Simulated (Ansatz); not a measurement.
Relaxation of C$_{5}$H$_{16}$N$_{2}$Si (24 atoms, charge 0, multiplicity 1), to a largest force component of 0.02 eV/Å in at most 40 steps.

All numbers below come from Ansatz, RKS B3LYP/STO-3G.

```xyz
24
Properties=species:S:1:pos:R:3
Si 0.000 0.000 0.000
H 0.000 0.000 1.460
N 1.716 0.000 -0.606
C 2.407 -1.273 -0.857
H 1.743 -1.947 -1.437
H 3.336 -1.083 -1.433
H 2.664 -1.752 0.111
C 2.411 1.273 -0.845
H 3.038 1.188 -1.757
H 1.665 2.082 -0.984
H 3.057 1.512 0.026
N -0.857 1.485 -0.606
C -2.272 1.409 -0.998
H -2.825 0.778 -0.270
H -2.709 2.429 -1.010
H -2.352 0.961 -2.011
C -0.135 2.762 -0.704
H -0.244 3.171 -1.730
H -0.557 3.483 0.028
H 0.940 2.598 -0.483
C -0.881 -1.526 -0.623
H -1.380 -2.038 0.226
H -1.641 -1.233 -1.377
H -0.145 -2.215 -1.088
```

Question: Where does it end, and by what steps?

Answer: The forces met the threshold. The force dipped under the threshold on the way, but the program's further checks kept it going. Limits of this set-up: minimal basis. After 17 steps the energy has fallen by 2.190 eV; H20 moved furthest, 1.97 Å.

| step | energy less start (eV) | largest force component (eV/Å) | accepted |
| --- | --- | --- | --- |
| 0 | 0.0000 | 3.090 | yes |
| 1 | -1.2325 | 0.715 | yes |
| 2 | -1.5379 | 0.440 | yes |
| 3 | -1.6956 | 0.514 | yes |
| 4 | -1.8236 | 0.329 | yes |
| 5 | -1.8922 | 0.603 | yes |
| 6 | -1.9661 | 0.414 | yes |
| 7 | -2.0310 | 0.189 | yes |
| 8 | -2.0715 | 0.319 | yes |
| 9 | -2.1037 | 0.370 | yes |
| 10 | -2.1354 | 0.318 | yes |
| 11 | -2.1634 | 0.197 | yes |
| 12 | -2.1775 | 0.174 | yes |
| 13 | -2.1834 | 0.169 | yes |
| 14 | -2.1873 | 0.083 | yes |
| 15 | -2.1890 | 0.028 | yes |
| 16 | -2.1897 | 0.013 | yes |
| 17 | -2.1899 | 0.012 | yes |

```xyz
24
Properties=species:S:1:pos:R:3
Si 0.122 0.127 0.034
H 0.663 0.467 1.339
N 1.397 -0.039 -1.201
C 2.128 -1.345 -1.262
H 1.405 -2.178 -1.293
H 2.736 -1.385 -2.186
H 2.818 -1.520 -0.406
C 2.374 1.096 -1.265
H 2.983 1.014 -2.185
H 1.827 2.054 -1.303
H 3.078 1.138 -0.404
N -0.979 1.441 -0.352
C -1.649 1.439 -1.685
H -1.946 0.409 -1.951
H -2.563 2.062 -1.650
H -1.008 1.832 -2.506
C -0.669 2.825 0.106
H 0.020 3.380 -0.569
H -1.603 3.417 0.176
H -0.209 2.791 1.109
C -0.832 -1.487 0.105
H -1.761 -1.351 0.673
H -1.101 -1.850 -0.895
H -0.251 -2.274 0.602
```

Time of the run: 75 s on 1 thread of AMD EPYC 9R45 96-Core Processor (Zen 5), with other jobs on the host, peak memory 0.19 GiB.
